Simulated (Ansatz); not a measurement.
# How methods differ on As2 (SMILES [As]#[As])

As2: 2 atoms, total charge 0, spin state singlet. As SMILES, `[As]#[As]`. Geometry: optimised at wB97X-V/def2-SVP.

```xyz
2

As    0.0000    0.0000    0.0143
As    0.0000    0.0000    2.0796
```

Each level gives the adiabatic electron affinity (to the doublet anion, shapes relaxed at wB97X-V/def2-SVP, no zero-point term) (eV). The values are calculated.

The electron affinity is E(neutral) − E(anion): positive where the electron is bound.

| level | kind | program | value (eV) | CPU time (all runs) |
| --- | --- | --- | --- | --- |
| HF/def2-TZVPP | Hartree–Fock | Ansatz | 0.43 | 9 s |
| BLYP/def2-TZVPP | GGA | Ansatz | 0.35 | 5.4 s |
| PBE/def2-TZVPP | GGA | Ansatz | 0.53 | 4.2 s |
| r2SCAN/def2-TZVPP | meta-GGA | Ansatz | 0.67 | 13 s |
| B3LYP/def2-TZVPP | global hybrid | Ansatz | 0.59 | 6.5 s |
| PBE0-D4/def2-TZVPP | global hybrid | Ansatz | 0.65 | 9 s |
| wB97M-V/def2-TZVPP | range-separated hybrid | Ansatz | 0.49 | 26 s |
| MP2/def2-TZVPP | perturbation theory | Ansatz | -0.28 | 11 s |

All-electron rows without a relativistic Hamiltonian named are non-relativistic. Sets without diffuse functions describe the anion poorly, and affinities from them come out too low, at high levels too. The values span -0.28 to 0.67 eV. Spin contamination of the reference (⟨S²⟩ at least 0.1 too high) touches HF/def2-TZVPP, MP2/def2-TZVPP (up to 0.52 too high). In the correlated wave-function rows the outer d shell of As is correlated, in sets not made for it. The levels disagree on the sign; a negative value means an electron held by the basis alone. In so small a basis fixed costs decide the times, and correlated methods can beat functionals. Times are those of the runs behind each value, whatever else they computed, on shared processors of several kinds: orders of magnitude only.
